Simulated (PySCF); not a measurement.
A structure optimised at PBE-D3(BJ)/def2-SVP, used in a PySCF frequency run:

```
Sn
F 1 1.9554
F 1 1.9554 2 102.07
O 1 1.9884 2 107.51 3 112.95
H 4 0.9780 1 109.59 2 -54.62
C 1 2.1376 2 112.95 3 -121.58
H 6 1.1050 1 108.07 2 -2.34
H 6 1.1050 7 110.75 1 -118.20
H 6 1.1051 7 110.88 8 -123.53
```
Charge 0, spin multiplicity 1.

Q: Write its SMILES, formula and point group.

A: [CH3][Sn]([OH])([F])[F], CH₄F₂OSn, Cs

Q: What are its rotational constants (standard atomic weights)?

A: 2.7640, 2.5578, 2.5090 GHz
